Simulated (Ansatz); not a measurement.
`CN[Si](F)(F)F` + H₂S → `F[Si](F)(F)S` + CH₃NH₂ at 500 K and 1 bar (ligand exchange at the Si–N bond).

Program: Ansatz. Geometries: PBE0-D4/def2-TZVP. ΔE: electronic, gas phase. CCSD(T)/CBS adds triple-zeta CCSD(T) − MP2 to the extrapolated MP2 energy (def2 sets, frozen cores). This one scheme is used for every species. One conformer a species, not always the lowest.

```
        species  CCSD(T)/CBS energy (Eh)  H − E (kJ/mol)  S (J/(mol·K))
`CN[Si](F)(F)F`               -683.86577           217.2          427.3
            H₂S               -398.97279            57.0          224.0
 `F[Si](F)(F)S`               -987.07717            89.2          382.7
         CH₃NH₂                -95.75281           191.8          270.3
```

H − E and S are ideal-gas, rigid-rotor, harmonic terms from PBE0-D4/def2-TZVP, for one conformer and one mirror image of each species. 1 Eh = 2625.50 kJ/mol, R = 8.31446 J/(mol·K).

Problem. By hand: ΔE, ΔH, ΔS and ΔG.

Solution. ΔE = (-987.07717) + (-95.75281) − (-683.86577) − (-398.97279) = 0.00858 Eh = 22.5 kJ/mol. Δ(H − E) = 89.2 + 191.8 − 217.2 − 57.0 = 6.8, so ΔH = 29.3 kJ/mol. ΔS = 382.7 + 270.3 − 427.3 − 224.0 = 1.7 J/(mol·K). ΔG = 29.3 − 500 × (1.7)/1000 = 28.4 kJ/mol.

Problem. By hand: the equilibrium constant, and the temperature at which ΔG would vanish if ΔH and ΔS stayed fixed.

Solution. log₁₀ K = −ΔG/(RT ln 10) = -3.0. ΔG = 0 at ΔH/ΔS = 17235 K, far beyond where these terms or the molecules hold.

The number of gas molecules stays the same, so ΔS is small and ΔH decides. A doubt of 5 kJ/mol in ΔE shifts log₁₀ K by 0.5 here. Other conformers and mirror images would add mixing entropy, several J/(mol·K) or more a flexible species. Modes under 60 cm⁻¹, often nearly free rotors, make the harmonic entropy too high. These are equilibria of isolated gas molecules and say nothing of rates. Largest T1 diagnostic: 0.012 (customary marks: 0.02 for closed shells, 0.045 for open ones).
